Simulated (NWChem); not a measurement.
## Atomisation of BI2

```
B
I 1 2.1136
I 1 2.1136 2 128.78
```
Charge 0, spin multiplicity 2.

Everything below was run with NWChem. All single points use one geometry, from UB3LYP/def2-SVP with def2 effective core potentials on I, a minimum by its harmonic frequencies.

Basis set: def2-TZVP. The atomisation energy is electronic alone: no zero-point, thermal, spin-orbit or counterpoise terms. No value is extrapolated to the basis-set limit. Free atoms are single determinants with multiplicities I 2, B 2. Correlated methods freeze the same cores in atoms and molecule, 9 orbitals in all.

Relative cost: rough, from shared machines, SCF included, PBE0 = 1. Costs are the molecule's.

Effective core potentials replace the inner electrons of I; spin-orbit coupling is left out. B3LYP has NWChem's definition, with VWN1-RPA local correlation. GW and range-separated runs recompute their integrals, the others keep them in memory, which bears on the times. The structure started from a generated list of species. The unpaired electrons of the parent sit in orbitals of symmetry a1 (C2v labels of the run); other states weren't searched. The stability of the SCF solutions was not checked. Open-shell Hartree-Fock references start from PBE0 orbitals; any time given for them includes that run.

```json
[
 {"method": "MP2", "atomisation energy (kcal/mol)": "[?]", "relative cost": "7"},
 {"method": "CAM-B3LYP", "atomisation energy (kcal/mol)": "[?]", "relative cost": "20"},
 {"method": "TPSS", "atomisation energy (kcal/mol)": "147.9", "relative cost": "under 3"},
 {"method": "PBE0", "atomisation energy (kcal/mol)": "149.1", "relative cost": "1"},
 {"method": "B3LYP", "atomisation energy (kcal/mol)": "138.1", "relative cost": "under 3"},
 {"method": "PBE", "atomisation energy (kcal/mol)": "155.4", "relative cost": "under 3"},
 {"method": "M06-2X", "atomisation energy (kcal/mol)": "131.6", "relative cost": "under 3"},
 {"method": "HF", "atomisation energy (kcal/mol)": "95.7", "relative cost": "under 3"}
]
```

Task: Complete the blanks.

Result: 
- MP2, atomisation energy (kcal/mol): 150.6
- CAM-B3LYP, atomisation energy (kcal/mol): 136.2
